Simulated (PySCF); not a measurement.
**Computed structure and properties of [TaO2(H2O)2]+**

System: [TaO2(H2O)2]+ (singlet; a saddle point, relaxed within its symmetry); start: template (C2v). Method: PySCF 2.14.0, RKS BP86, Ta def2-SVP with ECP60, O def2-SVP, H def2-SVP; non-relativistic Hamiltonian with scalar-relativistic core potentials where named; density fitting; no spin-orbit coupling.

Input of the relaxation:

```python
mol = gto.M(atom='''
Ta     0.05686     0.05686    -0.00000
O      1.61086     0.05686     0.00000
O      0.05686     1.61086    -0.00000
O     -2.04314     0.05686    -0.00000
H     -2.63314     0.05686     0.77000
H     -2.63314     0.05686    -0.77000
O      0.05686    -2.04314     0.00000
H      0.05686    -2.63314     0.77000
H      0.05686    -2.63314    -0.77000''',
    basis={'Ta': 'def2-SVP', 'O': 'def2-SVP', 'H': 'def2-SVP'},
    ecp={'Ta': 'def2-SVP'},
    charge=1, spin=0)
mf = dft.RKS(mol, xc='B88,P86')
mf.grids.atom_grid = (50, 194)
mf = mf.density_fit()  # fitting sets: Ta def2-universal-JKFIT, O def2-universal-JKFIT, H def2-universal-JKFIT
mf.conv_tol = 1e-08; mf.max_cycle = 55
mf.kernel(dm0)  # dm0: converged density of the start geometry
# quasi-Newton relaxation in Cartesian coordinates to a largest gradient under 0.00045 Eh/bohr, steps kept in the point group
```

Run from Python with OMP_NUM_THREADS=2; the lines above give its settings. Where DIIS fails, smearing, a level shift and second-order steps follow.
It took 51 s on 2 threads of Arm Neoverse V2, with other jobs on the host, from the converged density of the start.

Course of the relaxation:

```csv
step,energy above end (eV),largest force component within the symmetry (eV/Å)
0,3.9919,15.738
1,1.0836,5.221
2,0.4535,3.137
3,0.0625,0.809
4,0.0197,0.223
5,0.0102,0.218
6,0.0034,0.184
7,0.0006,0.046
8,0.0004,0.027
9,0.0003,0.021
10,0.0002,0.017
11,0.0000,0.015
12,0.0000,0.008
```

Relaxed geometry (C2v):

```xyz
9

Ta    0.2009    0.2009    0.0000
O     1.9218   -0.0026    0.0000
O    -0.0026    1.9218    0.0000
O    -2.2117   -0.1106    0.0000
H    -2.7590    0.1529    0.7714
H    -2.7590    0.1529   -0.7714
O    -0.1106   -2.2117    0.0000
H     0.1529   -2.7590    0.7714
H     0.1529   -2.7590   -0.7714
```

```
     contact      Å
  Ta1–O2 (O)  1.733
  Ta1–O3 (O)  1.733
Ta1–O4 (H2O)  2.433
Ta1–O7 (H2O)  2.433
```

On the finer grid (75, 302):

The HOMO is -11.15 eV and the LUMO is -9.70 eV. The dipole about the centre of mass is 9.57 D. The set of Mulliken populations of Ta1 outside the core potential is s 2.28, p 6.30, d 3.26, f 0.16 and the D3(BJ) dispersion energy (not in the energies) is -0.274 eV.

```csv
atom,Mulliken (e),Löwdin (e),spin (e)
Ta1,1.00,0.45,0.00
O2,-0.23,-0.03,0.00
O3,-0.23,-0.03,0.00
O4,-0.27,0.00,0.00
H5,0.25,0.15,0.00
H6,0.25,0.15,0.00
O7,-0.27,0.00,0.00
H8,0.25,0.15,0.00
H9,0.25,0.15,0.00
```

On the grid (50, 194), as all that follows. Harmonic modes: 4 unstable, so a saddle point once the symmetry is let go (counted below −25 cm⁻¹); lowest -350 cm⁻¹ (negative: unstable), highest 3703 cm⁻¹, zero-point energy 1.412 eV.

Rigid scan of O along the line from its metal:

(distance to O2 (Å), energy (eV)): (1.43, 3.854), (1.53, 1.423), (1.63, 0.298), (1.73, 0.000), (1.83, 0.210), (1.93, 0.715), (2.03, 1.374), (2.18, 2.446)

Taking off one H2O (charge 0, singlet; the rest: singlet) in vacuum, both parts rigid, costs 1.57 eV; the small basis without counterpoise inflates it.

Rigid scan of H2O along the line from its metal:

| distance to O4 (Å) | energy (eV) |
| --- | --- |
| 2.13 | 0.341 |
| 2.23 | 0.128 |
| 2.33 | 0.027 |
| 2.43 | 0.000 |
| 2.53 | 0.020 |
| 2.63 | 0.068 |
| 2.83 | 0.208 |
| 3.13 | 0.443 |
| 3.53 | 0.716 |
| 4.03 | 0.965 |

One start shape was tried, so this needn't be the lowest isomer.
